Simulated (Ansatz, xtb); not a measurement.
# Relaxing a trial structure of CH6BFN+

The starting geometry of this gas-phase singlet was built from a drawn formula by distance geometry and a force field; its bonds are those of `[NH3+][CH+][BH2-]F`.

```xyz
10

C     0.4858    0.4126    0.7446
B     1.4715    1.0736    1.8346
F     1.1624    2.4996    1.9551
N    -0.9220    0.4009    0.9396
H    -1.3642   -0.1148    0.1022
H    -1.1678   -0.0393    1.8450
H    -1.2734    1.3651    0.9450
H     0.9134   -0.1147   -0.1089
H     2.5904    0.9103    1.5059
H     1.3058    0.5267    2.9028
```

Problem. Where would you expect an optimisation with r2SCAN-D4/def2-SVP to take it?

Solution. It rearranges to `[NH3+]CBF`. Contacts that open: B2–H10 (1.21 → 2.23 Å). Contacts that close: C1–H10 (2.31 → 1.10 Å).

The energy falls by 4.94 eV over 26 steps:

| step | E − E(last) (eV) |
| --- | --- |
| 1 | 4.943 |
| 4 | 2.975 |
| 7 | 1.037 |
| 9 | 0.276 |
| 12 | 0.098 |
| 15 | 0.041 |
| 18 | 0.010 |
| 20 | 0.003 |
| 23 | 0.000 |
| 26 | 0.000 |

Final geometry (Å):

```xyz
10

C     0.6521    0.1596    1.3623
B     1.5454    1.4725    1.3555
F     0.8888    2.6015    1.1628
N    -0.8073    0.4692    1.1362
H    -0.9572    0.9417    0.2329
H    -1.4017   -0.3712    1.1461
H    -1.1717    1.1130    1.8535
H     0.9773   -0.5457    0.5800
H     2.7326    1.4538    1.5141
H     0.7434   -0.3743    2.3225
```

From the same start GFN2-xTB reaches the same bonding as this run.

The end wasn't checked by frequencies. Run with Ansatz 0.2.0, 50 s on 2 threads of Arm Neoverse V1 (shared host).
